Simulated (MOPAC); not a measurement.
A run for MOPAC: AM1 on BrCl, a point of a bond scan (R = 2.165 Å).

```
AM1 1SCF PRECISE CHARGE=0 THREADS=1
BrCl

Br    -0.00000000 1    -0.00000000 1    -0.70788430 1
Cl     0.00000000 1     0.00000000 1     1.45740886 1
```

Output:

```
*******************************************************************************
 **                                                                           **
 **                              MOPAC v23.2.5                                **
 **                                                                           **
 *******************************************************************************
 ** MOPAC's Digital Object Identifier: https://doi.org/10.5281/zenodo.6511958 **
 **                                                                           **
 ** Please cite the open-source release paper for use of this MOPAC version:  **
 ** J. E. Moussa and J. J. P. Stewart (2026)                                  **
 ** MOPAC: An open-source semiempirical molecular orbital program             **
 ** J. Open Source Softw., 11(119), 8025, https://doi.org/10.21105/joss.08025 **
 *******************************************************************************

                              AM1 CALCULATION RESULTS

 *******************************************************************************
 *  AM1        - The AM1 Hamiltonian to be used
 *
 *
 *
 *                 CHARGE ON SYSTEM = 0
 *
 *
 *
 *  PRECISE    - TIGHTER CRITERIA TO BE USED
 *  1SCF       - DO 1 SCF AND THEN STOP
 *  THREADS=1  - MULTI-THREADING NOT USED
 *  T=         - A TIME OF 172800.0 SECONDS REQUESTED
 *  DUMP=N     - RESTART FILE WRITTEN EVERY 7200.0 SECONDS REQUESTED
 *******************************************************************************
AM1 1SCF PRECISE CHARGE=0 THREADS=1
 BrCl

   ATOM   CHEMICAL          X               Y               Z
  NUMBER   SYMBOL      (ANGSTROMS)     (ANGSTROMS)     (ANGSTROMS)

     1      Br         -0.00000000  *  -0.00000000  *  -0.70788430  *
     2      Cl          0.00000000  *   0.00000000  *   1.45740886  *



          CARTESIAN COORDINATES

    NO.       ATOM           X           Y           Z

     1        Br         -0.0000     -0.0000     -0.7079
     2        Cl          0.0000      0.0000      1.4574

 Cl: (AM1): M.J.S. DEWAR AND E. G. ZOEBISCH, THEOCHEM, 180, 1 (1988).
 Br: (AM1): M.J.S. DEWAR AND E. G. ZOEBISCH, THEOCHEM, 180, 1 (1988).

           Empirical Formula: Br Cl  =     2 atoms



      MOLECULAR POINT GROUP   :   C*v


      RHF CALCULATION, NO. OF DOUBLY OCCUPIED LEVELS = 7


 -------------------------------------------------------------------------------
 AM1 1SCF PRECISE CHARGE=0 THREADS=1
 BrCl



     1SCF WAS SPECIFIED, SO BFGS WAS NOT USED
     SCF FIELD WAS ACHIEVED


                              AM1 CALCULATION
                                                       MOPAC v23.2.5 Linux




          FINAL HEAT OF FORMATION =         -7.55600 KCAL/MOL =     -31.61431 KJ/MOL


          COSMO AREA              =         83.70 SQUARE ANGSTROMS
          COSMO VOLUME            =         67.24 CUBIC ANGSTROMS

          IONIZATION POTENTIAL    =         11.375342 EV
          HOMO LUMO ENERGIES (EV) =        -11.375 -1.786
          NO. OF FILLED LEVELS    =          7
          MOLECULAR WEIGHT        =        115.3570         POINT GROUP:  C*v

          MOLECULAR DIMENSIONS (Angstroms)

            Atom       Atom       Distance
           Cl     2   Br     1     2.16529
           Cl     2   Br     1     0.00000
           Br     1   Cl     2     0.00000


          SCF CALCULATIONS        =          1





   ATOM   CHEMICAL          X               Y               Z
  NUMBER   SYMBOL      (ANGSTROMS)     (ANGSTROMS)     (ANGSTROMS)

     1      Br         -0.00000000  *  -0.00000000  *  -0.70788430  *
     2      Cl          0.00000000  *   0.00000000  *   1.45740886  *

                             CARTESIAN COORDINATES

   1   Br       -0.000000000    -0.000000000    -0.707884300
   2   Cl        0.000000000     0.000000000     1.457408860


           Empirical Formula: Br Cl  =     2 atoms



      MOLECULAR POINT GROUP   :   C*v


                  EIGENVALUES
 -37.68337 -31.94165 -15.96158 -13.98975 -13.98975 -11.37534 -11.37534  -1.78585


              NET ATOMIC CHARGES AND DIPOLE CONTRIBUTIONS

  ATOM NO.   TYPE          CHARGE      No. of ELECS.   s-Pop       p-Pop
    1         Br           0.081506        6.9185     1.98640     4.93210
    2         Cl          -0.081506        7.0815     1.99223     5.08927
 DIPOLE           X         Y         Z       TOTAL
 POINT-CHG.     0.000     0.000    -0.848     0.848
 HYBRID         0.000     0.000     0.287     0.287
 SUM            0.000     0.000    -0.561     0.561


          ATOMIC ORBITAL ELECTRON POPULATIONS

     Atom    s        px        py        pz
    1 Br   1.98640   2.00000   2.00000   0.93210
    2 Cl   1.99223   2.00000   2.00000   1.08927

 **********************
 *                    *
 * JOB ENDED NORMALLY *
 *                    *
 **********************




 == MOPAC DONE ==
```

The run finished.

Cost: about 0.020 core-seconds (a rough figure).
